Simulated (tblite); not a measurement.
Species: CH9ClO2Si3.
Numbering: `[CH3:1][O:2][Si@@H:3]([O:4][SiH3:5])[SiH2:6][Cl:7]` (hydrogens: H8, H9, H10 on C1; H11 on Si3; H12, H13, H14 on Si5; H15, H16 on Si6)

Computed geometry: GFN2-xTB, gas phase.

**Question.** What internal coordinates does the optimisation give?

**Answer.** 
```json
{"bond": "C1–O2", "length (bohr)": "2.642", "order": "single"}
{"bond": "O2–Si3", "length (bohr)": "3.064", "order": "single"}
{"bond": "Si3–O4", "length (bohr)": "3.073", "order": "single"}
{"bond": "O4–Si5", "length (bohr)": "3.062", "order": "single"}
{"bond": "Si3–Si6", "length (bohr)": "4.316", "order": "single"}
{"bond": "Si6–Cl7", "length (bohr)": "3.825", "order": "single"}
{"bond": "C1–H8, C1–H9, C1–H10", "length (bohr)": "2.063", "order": "single"}
{"bond": "Si3–H11", "length (bohr)": "2.773", "order": "single"}
{"bond": "Si5–H12, Si5–H13, Si5–H14", "length (bohr)": "2.763", "order": "single"}
{"bond": "Si6–H15", "length (bohr)": "2.781", "order": "single"}
{"bond": "Si6–H16", "length (bohr)": "2.774", "order": "single"}
```

Bonds in one row agree within 0.02 bohr and their mean is given. Orders are formal, as drawn. A selection of angles:
```json
{"angle": "O2–C1–H8", "degrees": "110.3"}
{"angle": "O2–C1–H9", "degrees": "110.7"}
{"angle": "O2–C1–H10", "degrees": "108.1"}
{"angle": "H8–C1–H9", "degrees": "108.9"}
{"angle": "C1–O2–Si3", "degrees": "127.8"}
{"angle": "O2–Si3–O4", "degrees": "110.9"}
{"angle": "O2–Si3–Si6", "degrees": "99.2"}
{"angle": "O2–Si3–H11", "degrees": "112.2"}
{"angle": "O4–Si3–Si6", "degrees": "113.0"}
{"angle": "O4–Si3–H11", "degrees": "100.0"}
{"angle": "Si6–Si3–H11", "degrees": "121.7"}
{"angle": "Si3–O4–Si5", "degrees": "160.1"}
{"angle": "O4–Si5–H12", "degrees": "108.1"}
{"angle": "O4–Si5–H14", "degrees": "105.0"}
{"angle": "H12–Si5–H13", "degrees": "111.5"}
{"angle": "H12–Si5–H14", "degrees": "113.0"}
{"angle": "Si3–Si6–Cl7", "degrees": "109.3"}
{"angle": "Si3–Si6–H15", "degrees": "117.8"}
{"angle": "Si3–Si6–H16", "degrees": "113.8"}
{"angle": "Cl7–Si6–H15", "degrees": "104.6"}
{"angle": "Cl7–Si6–H16", "degrees": "105.0"}
{"angle": "H15–Si6–H16", "degrees": "105.3"}
```

Dihedral angles: C1–O2–Si3–O4 50° (synclinal); O2–Si3–O4–Si5 76° (synclinal); O2–Si3–Si6–Cl7 -176° (antiperiplanar).

Si3 (oxygen-bound silicon) is distorted tetrahedral (angles from 99.2° to 121.7°). Si5 (oxygen-bound silicon) is distorted tetrahedral (angles from 105.0° to 113.0°). Si6 (chlorine-bound silicon) is distorted tetrahedral (angles from 104.6° to 117.8°). O2 (silyl ether oxygen) is bent (angle 127.8°).

Point group: C1 (no symmetry element, even within 0.4 Å). GFN2-xTB frequencies show an imaginary mode (25i cm⁻¹), so the point is no minimum at that level. 3 starts were optimised and ended at 0.00, 0.37 and 1.55 kcal/mol (GFN2-xTB); the lowest of these is shown.
